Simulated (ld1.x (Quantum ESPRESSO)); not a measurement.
# Logarithmic derivatives: O, ultrasoft

ld1.x (Quantum ESPRESSO) 7.5 input, shortened:

```
&input
   title='O', zed=8., rel=1, dft='BP', iswitch=3,
   config='[He] 2s2 2p4'
 /
 &inputp
   pseudotype=3, tm=.true., lloc=-1, rcloc=1.55,
   nlcc=.true., new_core_ps=.true., rcore=0.75
 /
4
2S  1  0   2.00   0.00  0.65  0.90  0.0
2S  1  0   0.00   0.65  0.65  0.90  0.0
2P  2  1   4.00   0.00  1.35  1.80  0.0
2P  2  1   0.00  -0.35  1.35  1.80  0.0
 &test
   configts(1)='2s2 2p4'
 /
```

The phase is arctan(r·u′/u) with u = r·R(r), unwrapped; energies in Ry, scanned from -4 to 5 Ry. A pole is an energy at which the radial function vanishes at the test radius. The pseudo phase is shifted by a multiple of π to meet the all-electron one at the reference energy, and phase errors are pseudo minus all-electron; the curves can meet again beyond the range given. Levels narrower than the energy grid can be missing from the lists of poles.

```csv
channel,radius (bohr),reference energy (Ry),"poles, all-electron","poles, pseudo",unbroken range about the reference energy with phases within 0.05 rad,phase error 1 Ry above the reference energy (rad)
s,1.94,-1.77,-1.21,-1.21,the whole range,+0.000
p,1.94,-0.67,-0.05,-0.05,the whole range,-0.000
```

Phases in the p channel:

| E (Ry) | all-electron | pseudo |
| --- | --- | --- |
| -4.00 | 1.298 | 1.298 |
| -3.76 | 1.288 | 1.288 |
| -3.52 | 1.276 | 1.276 |
| -3.28 | 1.262 | 1.262 |
| -3.04 | 1.246 | 1.246 |
| -2.80 | 1.226 | 1.226 |
| -2.56 | 1.203 | 1.203 |
| -2.32 | 1.172 | 1.172 |
| -2.08 | 1.132 | 1.132 |
| -1.84 | 1.075 | 1.075 |
| -1.60 | 0.987 | 0.987 |
| -1.36 | 0.832 | 0.832 |
| -1.12 | 0.501 | 0.501 |
| -0.88 | -0.246 | -0.247 |
| -0.64 | -1.011 | -1.011 |
| -0.40 | -1.356 | -1.356 |
| -0.16 | -1.520 | -1.520 |
| 0.08 | -1.617 | -1.617 |
| 0.32 | -1.684 | -1.684 |
| 0.56 | -1.737 | -1.737 |
| 0.80 | -1.783 | -1.783 |
| 1.04 | -1.827 | -1.827 |
| 1.28 | -1.871 | -1.871 |
| 1.52 | -1.919 | -1.919 |
| 1.76 | -1.973 | -1.973 |
| 2.00 | -2.037 | -2.037 |
| 2.24 | -2.117 | -2.116 |
| 2.48 | -2.221 | -2.219 |
| 2.72 | -2.362 | -2.357 |
| 2.96 | -2.556 | -2.547 |
| 3.20 | -2.823 | -2.806 |
| 3.44 | -3.156 | -3.131 |
| 3.68 | -3.500 | -3.469 |
| 3.92 | -3.788 | -3.759 |
| 4.16 | -4.001 | -3.975 |
| 4.40 | -4.154 | -4.131 |
| 4.64 | -4.264 | -4.244 |
| 4.88 | -4.346 | -4.328 |
